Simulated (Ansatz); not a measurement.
`CBS[SiH3]` + `CNC` → `CBN(C)C` + `[SiH3]S` at 400 K and 1 bar (ligand exchange at a B–S bond).

Program: Ansatz. Geometries: PBE0-D4/def2-TZVP. ΔE: electronic, gas phase. CCSD(T)/CBS adds triple-zeta CCSD(T) − MP2 to the extrapolated MP2 energy (def2 sets, frozen cores). One conformer a species, not always the lowest.

```json
{"species": "`CBS[SiH3]`", "CCSD(T)/CBS energy (Eh)": "-753.96029", "H − E (kJ/mol)": "233.5", "S (J/(mol·K))": "382.2"}
{"species": "`CNC`", "CCSD(T)/CBS energy (Eh)": "-135.00321", "H − E (kJ/mol)": "264.6", "S (J/(mol·K))": "293.2"}
{"species": "`CBN(C)C`", "CCSD(T)/CBS energy (Eh)": "-199.71235", "H − E (kJ/mol)": "383.5", "S (J/(mol·K))": "373.5"}
{"species": "`[SiH3]S`", "CCSD(T)/CBS energy (Eh)": "-689.27336", "H − E (kJ/mol)": "109.8", "S (J/(mol·K))": "293.0"}
```

H − E and S are ideal-gas, rigid-rotor, harmonic terms from PBE0-D4/def2-TZVP, for one conformer and one mirror image of each species. 1 Eh = 2625.50 kJ/mol, R = 8.31446 J/(mol·K).

Question: By hand: ΔE, ΔH, ΔS and ΔG.

Answer: ΔE = (-199.71235) + (-689.27336) − (-753.96029) − (-135.00321) = -0.02221 Eh = -58.3 kJ/mol. Δ(H − E) = 383.5 + 109.8 − 233.5 − 264.6 = -4.8, so ΔH = -63.1 kJ/mol. ΔS = 373.5 + 293.0 − 382.2 − 293.2 = -8.9 J/(mol·K). ΔG = -63.1 − 400 × (-8.9)/1000 = -59.5 kJ/mol.

Question: By hand: the equilibrium constant, and the temperature at which ΔG would vanish if ΔH and ΔS stayed fixed.

Answer: log₁₀ K = −ΔG/(RT ln 10) = 7.8. ΔG = 0 at ΔH/ΔS = 7090 K, far beyond where these terms or the molecules hold.

The number of gas molecules stays the same, so ΔS is small and ΔH decides. A doubt of 5 kJ/mol in ΔE shifts log₁₀ K by 0.7 here. Other conformers and mirror images would add mixing entropy, several J/(mol·K) or more a flexible species. These are equilibria of isolated gas molecules and say nothing of rates. Largest T1 diagnostic: 0.013 (customary marks: 0.02 for closed shells, 0.045 for open ones).
